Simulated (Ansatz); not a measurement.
Basis-set extrapolation for `FB(F)[SiH3]` (PBE0-D4/def2-TZVP geometry, frozen core, Ansatz). Multiplicity 1, RHF reference.

```tsv
	def2-TZVPP	def2-QZVPP
HF	-514.463810	-514.482867
MP2 correlation	-0.716004	-0.780037
CCSD(T) correlation	-0.767501	not run
```

Energies in hartree. Use E(X) = E(∞) + A·exp(−7.88·√X) for Hartree–Fock and E(X) = E(∞) + B·X^(−2.97) for correlation, with X = 3 and 4, and add CCSD(T) minus MP2 of the smaller set to the MP2 limit.

What is the CCSD(T) energy at the basis-set limit?

HF limit: -514.482867 + (-0.019057) × 0.13774 = -514.48549. MP2 limit: -0.780037 + (-0.064033) × 0.74074 = -0.82747. Higher-order term: -0.767501 − (-0.716004) = -0.05150. Total: -515.36446 hartree, 349.6 kJ/mol below CCSD(T)/def2-TZVPP.
